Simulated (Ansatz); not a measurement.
Reaction (SMILES): N[SiH2]N -> N[SiH-]N + H+
Each molecule is optimised on its own at B3LYP-D3(BJ)/def2-TZVP (Ansatz, a quantum-chemistry and plane-wave program), one conformer each, not searched for the lowest. Frequencies are from Ansatz.
Geometry of the first species:
SMILES: N[SiH2]N
```xyz
9

Si     0.0195    -0.4378    -0.1029
N      1.3660     0.5720    -0.4677
N     -1.3998     0.1869     0.6462
H      0.5367    -1.4591     0.8334
H     -0.4283    -0.9755    -1.4059
H      1.9937     0.8943     0.2518
H      1.3509     1.2078    -1.2495
H     -1.4228     0.4074     1.6293
H     -2.0665     0.7416     0.1328
```
Charge 0, spin multiplicity 1.

Wanted: gas-phase deprotonation energy (0 K, with B3LYP-D3(BJ) harmonic zero-point energies), in eV. Correlated levels leave the core frozen unless marked. Spin-orbit coupling is left out. No relativistic terms. Anions need diffuse functions: aug- sets have them; def2-D sets add few; the other sets have none. Basis-set limits of correlation are two-point, X^-3; Hartree-Fock from the larger set. [CCSD(T)-MP2]/basis is that difference in the basis named.

```tsv
level	program	gas-phase deprotonation energy (eV)
SVWN5/def2-TZVPD	Ansatz	16.21
```

Task: Predict the RI-MP2/CBS(aug-cc-pV(T+d)Z,aug-cc-pV(Q+d)Z)+[CCSD(T)-MP2]/aug-cc-pV(T+d)Z result (Ansatz).

Result: 16.74 eV
